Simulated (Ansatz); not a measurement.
Method: frozen-core CCSD(T)/def2-TZVPP // r2SCAN-D4/def2-TZVP in Ansatz (a program for electronic structure).

Ansatz 0.2 input:
```yaml
crystal:
  periodic: [false, false, false]
  atoms:
    - { symbol: F, position_ang: [1.306882, -0.681079, -0.125276] }
    - { symbol: Si, position_ang: [-0.001998, 0.041893, 0.426156] }
    - { symbol: F, position_ang: [-1.256452, -0.769607, -0.128593] }
    - { symbol: H, position_ang: [-0.048431, 1.408793, -0.172289] }
basis:
  gaussian: { orbitals: def2-TZVPP }
correlation:
  method: ccsd_t
magnetization:
  spin_polarized: true
  initial_magnetization: 1
```

Output:

```
Functional definition: HF
736 factors; integrals over basis functions are off by at most 7.5e-4 eV
mean field evaluation 1: about -13292.5232 eV, gradient 2.5e1 eV
mean field evaluation 2: about -13292.5274 eV, gradient 2.5e1 eV
mean field evaluation 4: about -13294.9857 eV, gradient 2.1e0 eV
mean field evaluation 8: about -13295.0596 eV, gradient 2.2e-3 eV
mean field evaluation 16: about -13295.0522 eV, gradient 2.8e-1 eV
mean field -13295.05960322 eV, -488.5844287032 hartree, gradient 6.1e-6 eV, S^2 0.754510; 0 other end points of the search recorded, 0 dependent functions left out
7 core orbitals not correlated
reference -13295.05960322 eV, -488.5844287032 hartree; 10, 9 occupied and 101, 102 virtual orbitals, 736 factors
second order -16.24045694 eV of doubles, -0.00000000 eV of singles
cycle   1  -16.08248555 eV  change    1.6e-1 eV  update   8.7e-2
cycle   2  -16.42260879 eV  change   -3.4e-1 eV  update   2.6e-2
cycle   3  -16.51553981 eV  change   -9.3e-2 eV  update   1.5e-2
cycle   4  -16.50524252 eV  change    1.0e-2 eV  update   4.1e-3
cycle   5  -16.50316349 eV  change    2.1e-3 eV  update   2.1e-3
cycle   6  -16.50474454 eV  change   -1.6e-3 eV  update   7.5e-4
cycle   7  -16.50478754 eV  change   -4.3e-5 eV  update   3.3e-4
cycle   8  -16.50473397 eV  change    5.4e-5 eV  update   1.1e-4
cycle   9  -16.50477198 eV  change   -3.8e-5 eV  update   4.3e-5
cycle  10  -16.50475616 eV  change    1.6e-5 eV  update   1.6e-5
perturbative correction -0.46925805 eV, -0.0172449153 hartree
Total energy: -13312.03361743 eV, -489.2082122201 hartree
```

Cost: very roughly 40 core-seconds.
